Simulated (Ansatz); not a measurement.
Start from `OCB(O)O` and change one atom or group to get `COB(O)O`.

Ansatz, PBE0-D4/def2-TZVP geometries, multiplicity 1. Each molecule was computed in one conformer, which needn't be the lowest.

```tsv
property	`OCB(O)O`
size of the dipole moment (B3LYP/def2-TZVPP) / D	1.38
HOMO–LUMO gap (ωB97M-V/def2-TZVPP) / eV	12.68
HOMO–LUMO gap (B3LYP/def2-TZVPP) / eV	8.25
LUMO energy (B3LYP/def2-TZVPP) / eV	0.33
HOMO–LUMO gap (PBE/def2-TZVPP) / eV	6.31
size of the dipole moment (ωB97M-V/def2-TZVPP) / D	1.38
```

Q: Give the same properties after the change, and the shifts. (An estimate is asked.)

A: Computed: 
```
                                          property  `COB(O)O`  shift
  size of the dipole moment (B3LYP/def2-TZVPP) / D       0.27  -1.11
           HOMO–LUMO gap (ωB97M-V/def2-TZVPP) / eV      12.93   0.25
             HOMO–LUMO gap (B3LYP/def2-TZVPP) / eV       8.55   0.30
               LUMO energy (B3LYP/def2-TZVPP) / eV       0.36   0.03
               HOMO–LUMO gap (PBE/def2-TZVPP) / eV       6.71   0.40
size of the dipole moment (ωB97M-V/def2-TZVPP) / D       0.27  -1.11
```

Dipoles are sizes alone; their direction can turn.

B3LYP here is the variant with VWN-RPA as its local correlation; programs differ in this.
